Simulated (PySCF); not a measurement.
Predicted microwave data (PBE0-D3(BJ)/def2-SVP geometry optimisation, gas phase (PySCF)) for one isomer of CH5BClN:

```
Rotational constants : A = 8279, B = 4495, C = 2967 MHz
Dipole components    : |μa| = 2.22 D, |μb| = 1.45 D, |μc| = 0.00 D
Inertial defect      : -3.13 u·Å²
κ                    : -0.42
```

Question: Which structure is it? (One computed conformer of each.)
A. `CB(N)Cl`
B. `[CH3:1][NH:2][BH:3][Cl:4]` with C1–N2–B3–Cl4 180°

Answer: A. It is CB(N)Cl, an asymmetric top, point group Cs. The candidates at the same level (rigid rotor, commonest isotopes):

| SMILES | A (MHz) | B (MHz) | C (MHz) | μa (D) | μb (D) | μc (D) | Δ (u·Å²) | point group | rotor |
| --- | --- | --- | --- | --- | --- | --- | --- | --- | --- |
| CNBCl | 38555 | 2387 | 2280 | 2.71 | 0.97 | 0.00 | -3.20 | Cs | near-prolate asymmetric top |
| CB(N)Cl | 8279 | 4495 | 2967 | 2.22 | 1.45 | 0.00 | -3.13 | Cs | asymmetric top |

`CNBCl` has A 366 % too high. In the right answer the mirror of this Cs structure is the ab plane, so μc vanishes by symmetry. No structure here is proved a minimum.
